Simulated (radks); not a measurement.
Values are calculated unless marked as measured or tabulated.
Question: Orbital eigenvalues (eV) of the gallium ion Ga29+, [He], of relativity; Dirac values are averaged over j with weights 2j + 1. Spin-unpolarised spherical Kohn-Sham, BLYP, point nucleus unless stated (finite: rms radius 3.9973 fm), a radial shooting solver on a logarithmic mesh with Libxc functionals. A level marked "c x" has the speed of light scaled by that factor.

| shell | non-rel. |
|---|---|
| 1s | -12360 |
| 2s (empty) | -3055.4 |
| 2p (empty) | -2983.1 |

Give the values at the level "Dirac, c x 0.85".

Answer: 
shell       Dirac, c x 0.85  change of magnitude (%)
1s                   -12582                    +1.79
2s (empty)          -3119.7                    +2.10
2p (empty)          -3011.6                    +0.96
